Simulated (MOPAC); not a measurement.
MOPAC input (PM6):

```
PM6 PRECISE GNORM=0.05 LET XYZ CHARGE=-1 GEO-OK AUX(PRECISION=9) THREADS=1
CH4BO2

C     1.40597900 1   -0.46526400 1    0.20245500 1
B     0.02338900 1   -0.00774000 1    0.00336800 1
O    -1.12920600 1   -0.85492200 1   -0.05681100 1
O    -0.38282100 1    1.35527900 1   -0.16091400 1
H     1.68055000 1   -1.51374800 1    0.32444900 1
H     2.26231600 1    0.20898300 1    0.24330700 1
H    -0.81459100 1   -1.75463000 1    0.05699800 1
H     0.41512700 1    1.88682000 1   -0.11451900 1
```

From the output:

```
                                                       MOPAC v23.2.5 Linux

          FINAL HEAT OF FORMATION =       -143.68540 KCAL/MOL =    -601.17971 KJ/MOL

          COSMO AREA              =         95.03 SQUARE ANGSTROMS
          COSMO VOLUME            =         77.58 CUBIC ANGSTROMS

          GRADIENT NORM           =          0.04022          =       0.01422 PER ATOM
          IONIZATION POTENTIAL    =          1.818749 EV
          HOMO LUMO ENERGIES (EV) =         -1.819  8.038
          NO. OF FILLED LEVELS    =         12
          MOLECULAR WEIGHT        =         58.8514         POINT GROUP:  C2v

          MOLECULAR DIMENSIONS (Angstroms)

            Atom       Atom       Distance
            H     8    H     7     3.86880
            H     5    O     3     2.86846
            H     6    O     3     0.00000

          SCF CALCULATIONS        =         19

   ATOM   CHEMICAL          X               Y               Z
  NUMBER   SYMBOL      (ANGSTROMS)     (ANGSTROMS)     (ANGSTROMS)

     1       C          1.42299676  *  -0.47088379  *   0.20490451  *
     2       B          0.05156976  *  -0.01706495  *   0.00742592  *
     3       O         -1.12515484  *  -0.84494843  *  -0.05720189  *
     4       O         -0.38561793  *   1.34487819  *  -0.16034151  *
     5       H          1.65632577  *  -1.49098629  *   0.31969126  *
     6       H          2.22913169  *   0.20520761  *   0.23979896  *
     7       H         -0.86734954  *  -1.74847216  *   0.05037402  *
     8       H          0.36925979  *   1.91331672  *  -0.12209811  *

                             CARTESIAN COORDINATES

   1    C        1.422996765    -0.470883786     0.204904506
   2    B        0.051569765    -0.017064946     0.007425920
   3    O       -1.125154845    -0.844948432    -0.057201893
   4    O       -0.385617926     1.344878190    -0.160341514
   5    H        1.656325771    -1.490986294     0.319691261
   6    H        2.229131690     0.205207606     0.239798958
   7    H       -0.867349538    -1.748472164     0.050374021
   8    H        0.369259788     1.913316723    -0.122098110

           Empirical Formula: C H4 O2 B  =     8 atoms

      MOLECULAR POINT GROUP   :   C2v

                  EIGENVALUES
 -24.05536 -23.78295 -16.41592 -14.38063 -10.58486  -9.44344  -8.87232  -7.76624
  -6.84356  -6.06306  -5.46943  -1.81875   8.03838   8.14113   9.58416  10.36225
  10.95960  12.17957  13.11134  13.89837

              NET ATOMIC CHARGES AND DIPOLE CONTRIBUTIONS

  ATOM NO.   TYPE          CHARGE      No. of ELECS.   s-Pop       p-Pop
    1          C          -0.853686        4.8537     1.07843     3.77526
    2          B           0.227624        2.7724     0.94218     1.83020
    3          O          -0.600175        6.6002     1.75497     4.84521
    4          O          -0.600168        6.6002     1.75496     4.84521
    5          H           0.109968        0.8900     0.89003
    6          H           0.109969        0.8900     0.89003
    7          H           0.303231        0.6968     0.69677
    8          H           0.303237        0.6968     0.69676
 DIPOLE           X         Y         Z       TOTAL
 POINT-CHG.    -0.350     0.116    -0.050     0.372
 HYBRID        -0.057     0.019    -0.008     0.061
 SUM           -0.408     0.135    -0.059     0.433

          ATOMIC ORBITAL ELECTRON POPULATIONS

     Atom    s        px        py        pz
    1  C   1.07843   1.06007   1.10604   1.60915
    2  B   0.94218   0.69503   0.57626   0.55892
    3  O   1.75497   1.60264   1.33853   1.90404
    4  O   1.75496   1.54074   1.39920   1.90527
    5  H   0.89003
    6  H   0.89003
    7  H   0.69677
    8  H   0.69676

 **********************
 *                    *
 * JOB ENDED NORMALLY *
 *                    *
 **********************

 == MOPAC DONE ==
```

The dipole moment of an ion depends on the origin.

The geometry given is a B3LYP-D3(BJ)/def2-TZVP minimum.
